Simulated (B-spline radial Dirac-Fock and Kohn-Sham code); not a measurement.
**Dipole and non-dipole photoemission parameters of Sm⁺ 4d5/2**

System: the Sm⁺ ion in the configuration [Xe] 4f6 6s1; threshold 142.5 eV (orbital energy of the model). Method: Dirac-Hartree-Slater photoionisation with a Latter tail; cross sections with all multipoles, angular parameters from the dipole term and its interference with E2. Computed with a radial B-spline solver.

For linearly polarised light dσ/dΩ = σ/(4π) [1 + β P₂(cos θ) + (δ + γ cos²θ) sin θ cos φ], with θ from the polarisation vector and φ the angle between the beam and the projection of the electron momentum on the plane normal to the polarisation.

```csv
hν (eV),σ (kb),β,γ,δ
162,792,0.895,0.020,-0.005
230,266,-0.955,-0.348,0.163
231,269,-0.956,-0.340,0.162
253,?,?,?,?
265,369,-0.613,-0.091,0.130
400,504,0.497,0.149,0.030
482,462,0.774,0.106,0.011
600,374,0.999,0.033,0.002
974,177,1.267,-0.037,0.008
997,170,1.275,-0.036,0.009
1050,154,1.290,-0.030,0.011
1100,140,1.301,-0.024,0.012
1130,133,1.307,-0.019,0.013
1220,113,1.322,-0.002,0.016
1253.6,107,1.326,0.006,0.017
2000,36.1,1.337,0.220,0.038
2300,25.2,1.320,0.311,0.046
2430,21.8,1.312,0.350,0.049
4000,5.34,1.192,0.751,0.091
4170,4.71,1.179,0.787,0.096
6910,0.952,1.003,1.236,0.171
8047.8,0.570,0.945,1.373,0.203
10500,0.226,0.842,1.601,0.269
11200,0.180,0.816,1.653,0.288
```

**Question.** Give the values at 253 eV.

**Answer.** σ = 335 kb, β = -0.771, γ = -0.169, δ = 0.144.
